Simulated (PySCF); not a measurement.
C8H13N.
Numbering: `[CH:1]1=[CH:2][CH2:3][N:4]([CH:5]2[CH2:6][CH2:7][CH2:8]2)[CH2:9]1` (hydrogens: H10 on C1; H11 on C2; H12, H13 on C3; H14 on C5; H15, H16 on C6; H17, H18 on C7; H19, H20 on C8; H21, H22 on C9)

The closed-shell ground state was solved at several levels (PySCF, density fitting, gas phase, non-relativistic). Isolated species at its PBE0-D3(BJ)/def2-SVP geometry (one conformer only).

| level | basis functions | HOMO (eV) | LUMO (eV) | gap (eV) | dipole (D) |
| --- | --- | --- | --- | --- | --- |
| HF/pcSseg-1 | 218 | -8.91 | 4.31 | 13.22 | 0.65 |
| PBE0/pcSseg-1 | 218 | -5.81 | 0.48 | 6.29 | 0.54 |

Question: Estimate the row for PBE0/def2-SVPD, a basis of 284 functions; the other rows only guide the guess.

Answer: HOMO -5.86 eV, LUMO 0.40 eV, gap 6.26 eV, dipole 0.50 D.

Question: Over all these levels, which gives the widest orbital gap and which the narrowest?

Answer: HF/pcSseg-1 (Hartree–Fock, all exact exchange) has the widest, 13.22 eV, and PBE0/def2-SVPD (global hybrid, 25 % exact exchange) the narrowest, 6.26 eV. Functional and basis both differ between the two, so the spread mixes both effects. The HOMO need not be the same orbital at Hartree–Fock and at DFT levels.

Question: How far do the dipole and the HOMO energy spread over the levels?

Answer: The dipole runs from 0.50 to 0.65 D (mean 0.56 D) and the HOMO from -8.91 to -5.81 eV.
